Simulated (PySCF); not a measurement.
**Electric field gradients and quadrupole coupling constants**

Species: C6H8N2.
Structure used (GFN2-xTB), in Å, numbered top down from 1:
```xyz
16
C6H8N2 angstrom
C      2.556    0.415   -0.492
C      1.290    0.903   -0.631
N      0.452   -0.157   -0.415
C     -0.968   -0.140   -0.466
C     -1.713    0.838    0.394
C     -1.739   -0.622    0.727
C      1.251   -1.223   -0.162
N      2.515   -0.911   -0.200
H      3.491    0.931   -0.582
H      0.919    1.881   -0.857
H     -1.369   -0.357   -1.453
H     -1.132    1.490    1.029
H     -2.603    1.296   -0.009
H     -2.647   -1.179    0.557
H     -1.174   -0.954    1.585
H      0.864   -2.202    0.040
```

Field gradients from the PBE0/pcSseg-1 density (PySCF, non-relativistic), principal values in atomic units, ordered |Vxx| ≤ |Vyy| ≤ |Vzz|:

```csv
atom,Vxx,Vyy,Vzz
N3,0.2133,0.3915,-0.6048
N8,0.4203,0.5427,-0.9630
```

Question: Find the asymmetry η = (Vxx − Vyy)/Vzz and the couplings χ = eQV/h (234.96 MHz × Q in barn × V in au), with Q(14N) = 0.02044 b.

Answer: 
| atom | environment | nucleus | η | χzz (MHz) | χxx (MHz) | χyy (MHz) |
| --- | --- | --- | --- | --- | --- | --- |
| N3 | pyrrole-type nitrogen | 14N | 0.29 | -2.905 | 1.025 | 1.880 |
| N8 | pyridine-type nitrogen | 14N | 0.13 | -4.625 | 2.019 | 2.606 |

The tensor is traceless: Vxx + Vyy + Vzz = 0.

Question: What is Vzz at N3 in SI units (1 au = 9.71736 × 10²¹ V/m²)?

Answer: -0.6048 au = -5.877 × 10²¹ V/m².

Were the hydrogens deuterons (Q(2H) = 0.00286 b), χzz would run from 209 kHz (H11) to 234 kHz (H10).

Geometry: GFN2-xTB, one conformer, isolated molecule. GFN2-xTB bond lengths can be off by several hundredths of an ångström, more for odd bonds, and the gradients follow them. These gradients aren't converged with respect to the basis.
